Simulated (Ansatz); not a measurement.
Species: CH₈O₂Si₂, charge 0, multiplicity 1. SMILES: O([SiH3])CO[SiH3]
Structure (B3LYP-D3(BJ)/def2-TZVP (Ansatz, an electronic-structure program) minimum search):
```
C
H 1 1.0937
H 1 1.0937 2 110.08
O 1 1.4036 2 106.69 3 120.07
O 1 1.4036 2 110.62 3 -117.66
Si 5 1.6590 1 123.58 2 -54.26
Si 4 1.6590 1 123.58 2 -173.98
H 7 1.4759 4 105.82 1 162.97
H 6 1.4759 5 105.82 1 162.97
H 6 1.4796 9 109.75 5 -120.84
H 7 1.4796 8 109.75 4 -120.84
H 7 1.4837 8 110.83 11 -120.53
H 6 1.4837 9 110.83 10 -120.53
```

Computed values are from Ansatz. Valence correlation only, unless marked. Open shells are spin-unrestricted. No spin-orbit coupling. No relativistic terms. Basis-set limits of correlation are two-point, X^-3; Hartree-Fock from the larger set.

```yaml
atomisation energy De: 1083.5 kcal/mol at CCSD(T)/CBS(cc-pV(T+d)Z,cc-pV(Q+d)Z)
total_energy: -771.4025 Eh at CCSD(T)/CBS(cc-pV(T+d)Z,cc-pV(Q+d)Z)
dipole_moment: 0.41 D at CCSD(T)/aug-cc-pV(D+d)Z
T1 diagnostic: 0.012 at CCSD/cc-pV(Q+d)Z
```
